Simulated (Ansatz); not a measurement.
The first iterations of a band of BrH5Si2 + FH (10 atoms, charge 0, multiplicity 1).

Computed with RHF/def2-SVP (Ansatz).

```
movable images  : 7
climbing image  : yes
spring          : 5.0 eV/Å²
optimiser       : quadratic models (default)
start path      : through a guess of the saddle point
force threshold : 0.05 eV/Å
iteration limit : 60
end points      : relaxed
```

Image 0:

```xyz
10
Properties=species:S:1:pos:R:3
Si -0.353 -1.114 -0.347
Br 1.870 -1.594 -0.292
H -0.912 -1.930 -1.446
H -0.921 -1.563 0.936
Si -0.613 1.200 -0.757
H 1.781 -0.243 2.007
F 1.166 0.238 2.463
H -0.045 1.980 0.359
H 0.083 1.531 -2.022
H -2.058 1.495 -0.902
```

Image 8:

```xyz
10
Properties=species:S:1:pos:R:3
Si -0.905 -0.824 0.181
Br 4.134 -0.935 1.025
H -1.095 -1.862 -0.851
H -1.938 -0.970 1.227
Si -0.864 1.354 -0.738
H 2.731 -1.076 1.068
F 0.536 -1.108 0.888
H -0.651 2.351 0.337
H 0.222 1.460 -1.740
H -2.169 1.610 -1.396
```

| iteration | highest image above the first end (eV) | largest band force component (eV/Å) |
| --- | --- | --- |
| 1 | 2.467 | 5.740 |
| 2 | 2.030 | 1.561 |
| 3 | 2.049 | 1.919 |
| 4 | 1.799 | 1.982 |
| 5 | 1.690 | 1.714 |
| 6 | 1.668 | 1.211 |
| 7 | 1.715 | 1.504 |
| 8 | 1.702 | 1.177 |
| 9 | 1.683 | 0.691 |
| 10 | 1.691 | 0.754 |

Does the band converge within its limit, and where does its top end?

The run converged. It ended after 30 iterations with the highest image 1.559 eV above the first end. Neighbouring images differ by up to 1.6 eV, so the band resolves the path poorly. A vibrational analysis at the climbing image gives one clearly imaginary mode, 249i cm⁻¹: a first-order saddle point. The orbitals stay closed-shell, which can raise the energy where a bond breaks towards radicals; this wasn't checked here.

The run took 5.6 min on 2 threads of AMD EPYC 7R13 Processor (Zen 3) (shared host), peak memory 0.29 GiB.
